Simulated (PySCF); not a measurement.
SMILES N#C/C=C\SC, GFN2-xTB optimised geometry. Atoms within 1.6 Å of the plane z = 1.2 Å (x, y, z in Å): C1 (2.57, -1.16, 0.00), S2 (0.75, -1.16, 0.00), C3 (0.46, 0.55, 0.00), C4 (-0.75, 1.12, 0.00), C5 (-1.95, 0.39, 0.00), N6 (-2.94, -0.19, 0.00), H7 (2.94, -0.67, 0.90), H9 (2.88, -2.20, -0.01), H10 (1.36, 1.16, 0.00), H11 (-0.85, 2.20, 0.00).

Method: PBE0/def2-TZVP in PySCF.

Map of the log10 of the electron density (e/bohr³), floored at −4 on the plane z = 1.2 Å:

```
|000000000000000000000000000|
|000000000000000000000000000|
|000000000000000000000000000|
|000000000000000000000000000|
|000000000000000000000000000|
|000000000122210000000000000|
|000000001344331100000000000|
|000000012455543221100000000|
|000001223566654433210000000|
|000123345567766554320000000|
|001234556677776665421100000|
|002345666777777765433221000|
|013456777766777765445543100|
|023567777655667765567764200|
|023567766544567776679975310|
|013456665444578877789986310|
|002345544334678887789875310|
|001233332224578887677764310|
|000011111123567776566653200|
|000000000012455655455543100|
|000000000001234443334432000|
|000000000000122221122210000|
|000000000000000000000000000|
|000000000000000000000000000|
|000000000000000000000000000|
|000000000000000000000000000|
|000000000000000000000000000|
```
Scale: ten equal steps from -4.00 (start of '0') to -1.01 (end of '9'), in the order '0123456789'; x runs from -5.00 to 5.00, y from -5.00 (bottom) to 5.00 (top).
